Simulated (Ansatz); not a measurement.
A run for Ansatz (a program for electronic structure): R-PBE0/def2-TZVPPD on H5NSe (a complex). Files ending in .json are basis or fitting sets from the Basis Set Exchange.

Ansatz 0.2 input:
```yaml
crystal:
  periodic: [false, false, false]
  atoms:
    - {symbol: N, position_ang: [-0.06812484, -0.19824362, 0.01565491]}
    - {symbol: H, position_ang: [-0.97935394, -0.30565649, -0.41507422]}
    - {symbol: H, position_ang: [0.38346057, 0.60051671, -0.41481351]}
    - {symbol: H, position_ang: [0.47875980, -1.02166890, -0.20822339]}
    - {symbol: Se, position_ang: [-0.38030500, 0.20919291, 3.61573041]}
    - {symbol: H, position_ang: [0.94746516, 0.82889789, 3.73691167]}
    - {symbol: H, position_ang: [-0.22980910, 0.05655102, 2.14430554]}
basis:
  gaussian:
    orbitals: def2-TZVPPD.json
hamiltonian:
  xc: {name: PBE0}
scf: {lower_state_search: off}
```

Task: Give the final energy of this run.

Result: -2458.9861 hartree.
